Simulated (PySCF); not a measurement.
I2, triplet, geometry from GFN2-xTB (a higher spin typed on purpose: for a closed-shell molecule this is an excited state) (core potentials on I); M06/def2-SVP (PySCF).

Here is a job for PySCF.
```python
from pyscf import gto, scf, dft

mol = gto.M(
    atom='''
I    -0.000000   -0.000000   -1.584197
I     0.000000    0.000000    1.584197
''',
    basis='def2-svp',
    ecp={'I': 'def2-svp'},
    charge=0,
    spin=2,
    verbose=4,
)

mf = dft.UKS(mol)
mf.xc = 'm06'
mf.grids.atom_grid = (75, 302)
mf.kernel()
```

What the program printed (banner, timings and long lists left out):

```
PySCF version 2.14.0

[INPUT] verbose = 4
[INPUT] num. atoms = 2
[INPUT] num. electrons = 50
[INPUT] charge = 0
[INPUT] spin (= nelec alpha-beta = 2S) = 2
[INPUT] symmetry False subgroup None
[INPUT] Mole.unit = angstrom
[INPUT] Symbol           X                Y                Z      unit          X                Y                Z       unit  Magmom
[INPUT]  1 I      0.000000000000   0.000000000000  -1.584197000000 AA    0.000000000000   0.000000000000  -2.993698457358 Bohr   0.0
[INPUT]  2 I      0.000000000000   0.000000000000   1.584197000000 AA    0.000000000000   0.000000000000   2.993698457358 Bohr   0.0

nuclear repulsion = 104.385930798064
number of shells = 20
number of NR pGTOs = 122
number of NR cGTOs = 52
basis = def2-svp
ecp = {'I': 'def2-svp'}

******** <class 'pyscf.dft.uks.UKS'> ********
method = UKS
initial guess = minao
damping factor = 0
level_shift factor = 0
DIIS = <class 'pyscf.scf.diis.CDIIS'>
diis_start_cycle = 1
diis_space = 8
diis_damp = 0
SCF conv_tol = 1e-09
SCF conv_tol_grad = None
SCF max_cycles = 50
direct_scf = True
direct_scf_tol = 1e-13
number electrons alpha = 26  beta = 24
XC library pyscf.dft.libxc version 7.1.2
    S. Lehtola, C. Steigemann, M. J. T. Oliveira, and M. A. L. Marques,  SoftwareX 7, 1–5 (2018)
XC functionals = m06
    Y. Zhao and D. G. Truhlar,  Theor. Chem. Acc. 120, 215 (2008)
    Y. Zhao and D. G. Truhlar,  Theor. Chem. Acc. 120, 215 (2008)
radial grids:
    Treutler-Ahlrichs [JCP 102, 346 (1995); DOI:10.1063/1.469408] (M4) radial grids

becke partition: Becke, JCP 88, 2547 (1988); DOI:10.1063/1.454033
pruning grids: <function nwchem_prune>
grids dens level: 3
symmetrized grids: False
atomic radii adjust function: <function treutler_atomic_radii_adjust>
User specified grid scheme (75, 302)
small_rho_cutoff = 0
Set gradient conv threshold to 3.16228e-05
tot grids = 26224
init E= -532.700942098985

cycle= 1 E= -593.554314211612  delta_E= -60.9  |g|= 2.33  |ddm|= 8.01
cycle= 2 E= -594.649521950059  delta_E= -1.1  |g|= 1.52  |ddm|= 6.39
cycle= 3 E= -595.485874444223  delta_E= -0.836  |g|= 0.104  |ddm|= 2.41
cycle= 4 E= -595.491559700804  delta_E= -0.00569  |g|= 0.0474  |ddm|= 0.24
cycle= 5 E= -595.493164836498  delta_E= -0.00161  |g|= 0.00324  |ddm|= 0.064
cycle= 6 E= -595.493173015426  delta_E= -8.18e-06  |g|= 0.000647  |ddm|= 0.00909
cycle= 7 E= -595.49317335147  delta_E= -3.36e-07  |g|= 6.36e-05  |ddm|= 0.00153
cycle= 8 E= -595.493173357318  delta_E= -5.85e-09  |g|= 6.99e-06  |ddm|= 0.000165
cycle= 9 E= -595.493173357446  delta_E= -1.28e-10  |g|= 1.6e-06  |ddm|= 3.14e-05
Extra cycle  E= -595.493173357481  delta_E= -3.49e-11  |g|= 1.44e-06  |ddm|= 1.89e-05
converged SCF energy = -595.493173357481  <S^2> = 2.0055424  2S+1 = 3.0036926
```
